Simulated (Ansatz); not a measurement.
How basis sets differ on AlH3Se (SMILES [AlH2][SeH])

The species is AlH3Se (5 atoms), meant as a singlet with charge 0. As SMILES, `[AlH2][SeH]`. Geometry: relaxed at PBE0-D4/def2-TZVP.

Quantity: the dipole moment, in D. The values are calculated.

```csv
level,kind,program,value (D)
HF/STO-3G,Hartree–Fock,Ansatz,2.49
HF/3-21G,Hartree–Fock,Ansatz,1.71
HF/6-31G** (spherical functions),Hartree–Fock,Ansatz,1.38
HF/def2-SVP,Hartree–Fock,Ansatz,1.14
HF/pcseg-2,Hartree–Fock,Ansatz,1.14
```

All-electron rows without a relativistic Hamiltonian named are non-relativistic. The values span 1.14 to 2.49 D. Sets without polarisation functions give poor dipoles. Without the sets that lack polarisation functions the rows with a basis span only 1.14 to 1.38 D.
